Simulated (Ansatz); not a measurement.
Li₁₉⁻ (started as a model of: Li19 octahedron). Charge -1, multiplicity 1. Geometry r2SCAN/def2-SVPD.

```xyz
19

Li   -1.906   -0.152    2.475
Li    1.183    0.164    2.904
Li   -0.239   -2.497    3.560
Li   -1.417   -2.694    0.722
Li    1.673   -2.383    1.150
Li   -0.490    2.559    1.756
Li   -3.517    2.191    1.314
Li   -3.097   -0.321   -0.421
Li   -1.681    2.389   -1.144
Li    2.561    2.807    2.119
Li    3.081    0.309    0.412
Li    1.411    2.701   -0.734
Li   -0.006    0.014    0.008
Li    0.502   -2.540   -1.742
Li   -1.181   -0.162   -2.886
Li    1.911    0.152   -2.477
Li   -2.537   -2.822   -2.145
Li    3.532   -2.204   -1.304
Li    0.218    2.490   -3.566
```

B3LYP takes the VWN-RPA correlation. At r2SCAN/def2-TZVPD, PBE0/def2-TZVPD the restricted singlet is unstable: a solution with broken spin symmetry lies lower. The restricted singlet is unstable towards broken spin symmetry at other levels; at B3LYP/def2-TZVPD, ωB97X-V/def2-TZVPD this wasn't settled. The geometry of the singlet was relaxed on an unsound state (restricted singlet, unstable towards broken spin symmetry at other levels and untested here). At PBE0/def2-TZVPD a triplet of charge -1 lies 0.65 eV below the restricted singlet, each at its own geometry.

(1) Estimate the orbital energies around the gap (eV) in Ansatz with PBE/def2-TZVPD, r2SCAN/def2-TZVPD, B3LYP/def2-TZVPD, PBE0/def2-TZVPD, ωB97X-V/def2-TZVPD.

## Answers

(1) 
```
orbital  PBE/def2-TZVPD  r2SCAN/def2-TZVPD  B3LYP/def2-TZVPD  PBE0/def2-TZVPD  ωB97X-V/def2-TZVPD
 HOMO−5           -1.28              -1.33             -1.57            -1.76               -3.04
 HOMO−4           -1.28              -1.33             -1.57            -1.76               -3.04
 HOMO−3           -0.67              -0.70             -0.77            -0.98               -1.90
 HOMO−2           -0.62              -0.64             -0.74            -0.95               -1.88
 HOMO−1           -0.62              -0.64             -0.74            -0.95               -1.88
   HOMO           -0.62              -0.64             -0.74            -0.94               -1.87
   LUMO           -0.06               0.03              0.34             0.32                1.44
 LUMO+1           -0.05               0.03              0.34             0.32                1.44
 LUMO+2           -0.05               0.04              0.34             0.32                1.44
 LUMO+3            0.20               0.26              0.62             0.58                1.68
 LUMO+4            0.20               0.26              0.62             0.58                1.69
 LUMO+5            0.20               0.26              0.62             0.58                1.69
```
